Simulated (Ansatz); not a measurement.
Basis sets compared for (H2Ga-mu-Cl)2 (Ga₂H₄Cl₂). Total charge 0; singlet. Geometry PBE-D4/def2-SVP. Ansatz on 4 threads of Arm Neoverse N1 on a shared host; times are rough, and most runs start from earlier orbitals.

Cartesian coordinates in Å:
```
Ga -1.068 -0.486 -1.221
H -0.406 -1.447 -2.262
H -2.498 0.125 -1.057
Cl -0.463 -1.334 0.936
Ga 1.068 0.486 1.221
H 2.499 -0.125 1.058
H 0.405 1.447 2.262
Cl 0.464 1.334 -0.937
```

The 6-31G sets use Cartesian d functions.

Binding counts from free atoms (Ga doublet, H doublet, Cl doublet) in the same basis, without a counterpoise term.

```csv
level,functions,energy (Eh),HOMO (eV),LUMO (eV),binding per atom (eV),wall time
HF/6-31G,92,-4767.2021,-11.75,1.52,1.81,1.1 s
HF/def2-TZVP,194,-4767.9720,-11.57,1.92,1.95,4.1 s
PBE-D4/def2-SVP,120,-4770.8768,-7.09,-1.70,2.56,1.8 s
PBE-D4/def2-TZVP,194,-4771.6904,-7.17,-1.78,2.53,3.4 s
r2SCAN-D4/def2-TZVP,194,-4772.5770,-7.52,-1.44,2.60,8 s
PBE0-D4/def2-SVP,120,-4771.0424,-8.42,-0.93,2.56,3.2 s
PBE0-D4/def2-TZVP,194,-4771.8494,-8.46,-0.99,2.54,6 s
```

Q: Estimate the rows for PBE-D4/def2-TZVPD, r2SCAN-D4/def2-TZVPD, PBE0-D4/def2-TZVPD.

A: 
| level | functions | energy (Eh) | HOMO (eV) | LUMO (eV) | binding per atom (eV) | wall time |
| --- | --- | --- | --- | --- | --- | --- |
| PBE-D4/def2-TZVPD | 236 | -4771.6921 | -7.19 | -1.87 | 2.53 | 5.5 s |
| r2SCAN-D4/def2-TZVPD | 236 | -4772.5785 | -7.51 | -1.49 | 2.60 | 12 s |
| PBE0-D4/def2-TZVPD | 236 | -4771.8510 | -8.46 | -1.10 | 2.54 | 9.5 s |
